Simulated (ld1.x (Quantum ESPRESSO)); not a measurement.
## Configuration tests for zinc (TM)

Zn (Z = 30), norm-conserving Troullier–Martins (Kleinman–Bylander form), made with ld1.x (Quantum ESPRESSO) 7.5 (PBE, scalar-relativistic). Core [Ne] 3s2, reference 3p6 3d10 4s2 4p0. Waves: 4s (bound): rc 2.18 bohr; 3p (bound): rc 1.20 bohr; 3d (bound): rc 0.90 bohr. Local part: the d channel. Core correction: Bessel-smoothed model core inside 0.55 bohr.

Energies are relative to the spin-unpolarised reference configuration 3p6 3d10 4s2 4p0; without spin polarisation the order of configurations can differ from experiment. Not all tests gave a result: 2 of 7 tests not solved or not reliable. Left out of the table: 3p6 3d9 4s2 4p0 (solver errors, printed error -4172 eV); 3p5 3d10 4s2 4p0 (solver errors, printed error -3973 eV).

| valence configuration | charge | ΔE all-electron (eV) | error AE − PS (meV) |
| --- | --- | --- | --- |
| 3p6 3d10 4s1 4p0 | +1 | 9.888 | -5.1 |
| 3p6 3d10 4s0 4p0 | +2 | 28.331 | -44 |
| 3p6 3d9 4s0 4p0 | +3 | 68.865 | -1.8 |
| 3p6 3d10 4s0 4p2 | 0 | 10.558 | -64 |

**Question.** What are ΔE and the potential's error for 3p6 3d9 4s2 4p1?

**Answer.** ΔE = 12.244 eV all-electron; the error (AE − PS) is -7.1 meV.

These tests converged, but a pseudo level misses the all-electron one widely, so the file describes the atom poorly there or has found another state: 3p6 3d9 4s0 4p0: empty 4s by 5.5 eV (a node warning on the way).

Note: ghost state, extra bound levels that the all-electron valence spectrum of the same l lacks: s at -532.6 eV. A true bound ghost makes a file unfit for plane-wave use.
